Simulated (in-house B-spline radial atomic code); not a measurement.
**Ionising Nd³⁺ with different functionals**

Computed with a B-spline radial code for spherical atoms: four-component Dirac-Coulomb Hamiltonian, Fermi nucleus of rms radius 4.9123 fm, spin-restricted, spherical fractional occupations for the functionals. The ionisation energy is the difference of two self-consistent energies, [Xe] 4f3 → [Xe] 4f2, without Breit or QED terms; ε is the level of the shell that loses the electron (mean over j). The electron is taken from both j subshells in proportion to 2j + 1, so the result is a j average, not the step between ground levels.

Hybrids are left out here: with spherical fractional occupations of an open shell their exact exchange keeps a self-interaction that integer-occupation calculations don't have.

| method | rung | ΔSCF (eV) | -ε(4f) (eV) |
| --- | --- | --- | --- |
| LDA VWN5 | LDA | 40.40 | 31.10 |
| relativistic LDA | LDA | 40.56 | 31.25 |
| LDA PW92 | LDA | 40.39 | 31.09 |
| LDA exchange-only | LDA | 38.56 | 29.32 |
| PBE | GGA | ? | ? |
| PBEsol | GGA | 40.10 | 30.81 |
| BLYP | GGA | ? | ? |
| RPBE | GGA | 39.97 | 30.69 |
| PW91 | GGA | 40.14 | 30.86 |
| BP86 | GGA | 40.15 | 30.86 |
| AM05 | GGA | 40.14 | 30.85 |
| OLYP | GGA | 40.46 | 31.12 |

What does BLYP give?

ΔSCF 39.85 eV, and -ε(4f) = 30.58 eV.

What does PBE give?

ΔSCF 40.04 eV, and -ε(4f) = 30.76 eV.

How do they compare with the NIST value?

NIST lists 40.60 eV ± 0.04 (semi-empirical, ground level to ground level). Errors run from -2.04 to -0.04 eV; relativistic LDA is closest (-0.04 eV), but part of that can be cancellation, since the calculations leave out Breit-QED terms, spin polarisation, the choice among j levels, multiplet and fine-structure energies.
